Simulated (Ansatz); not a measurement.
Isolated molecules relaxed with PBE0-D4/def2-TZVP in Ansatz; ΔE leaves out vibrations. CCSD(T)/CBS is the MP2 limit (def2-TZVPP, def2-QZVPP) plus CCSD(T) − MP2 in def2-TZVPP, frozen cores. Functionals use def2-TZVPP. B3LYP here is the variant with VWN-RPA as its local correlation; programs differ in this. For Br, Ga outer-core shells are correlated without core-valence functions, which leaves a few kJ/mol of doubt a bond. Scalar relativity is left out up to krypton. One conformer a species, not always the lowest.

Reaction (redistribution): `[OH][Ga]([F])[Br]` + `OC(F)(F)[SiH3]` → `[OH][Ga]([OH])[Br]` + `FC(F)(F)[SiH3]`

| level | ΔE (kJ/mol) | difference from CCSD(T)/CBS |
| --- | --- | --- |
| PBE-D4 | 29.3 | 1.7 |
| r2SCAN-D4 | 29.0 | 1.4 |
| PBE0-D4 | 30.1 | 2.5 |
| B3LYP-D4 | 30.8 | 3.2 |
| ωB97X-V | 30.8 | 3.2 |
| ωB97M-V | 30.2 | 2.6 |
| B2PLYP | 30.2 | 2.6 |
| PBE | 29.1 | 1.5 |
| r2SCAN | 28.9 | 1.3 |
| PBE0 | 30.0 | 2.4 |
| B3LYP | 30.6 | 3.0 |
| HF/def2-TZVPP | 32.2 | 4.6 |
| MP2/def2-TZVPP | 29.5 | 1.9 |
| SCS-MP2/def2-TZVPP | 29.5 | 1.9 |
| CCSD/def2-TZVPP | 29.1 | 1.5 |
| CCSD(T)/def2-TZVPP | 28.7 | 1.1 |
| HF/def2-QZVPP | 33.1 | 5.5 |
| MP2/def2-QZVPP | 29.2 | 1.6 |
| SCS-MP2/def2-QZVPP | 29.6 | 2.0 |
| HF/CBS(def2) | 33.2 | 5.6 |
| MP2/CBS(def2) | 28.4 | 0.8 |
| CCSD/CBS(def2) | 28.0 | 0.4 |
| CCSD(T)/CBS | 27.6 | 0 |

Largest T1 diagnostic among the species: 0.013.
